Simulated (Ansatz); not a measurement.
FI₃Ti (`[F][Ti]([I])([I])[I]`), charge 0, multiplicity 1.

(1) Give a relaxed structure at PBE0-D4/def2-TZVP (Ansatz). (Estimate.)

## Answers

(1) The calculation gave: 
Cartesian coordinates in Å:
```
F -0.2125 0.8759 -1.6684
Ti -0.0185 0.0763 -0.1453
I -0.0097 -2.4325 -0.4949
I 2.1717 0.7808 0.9143
I -1.9311 0.6995 1.3942
```
Point group C3v.
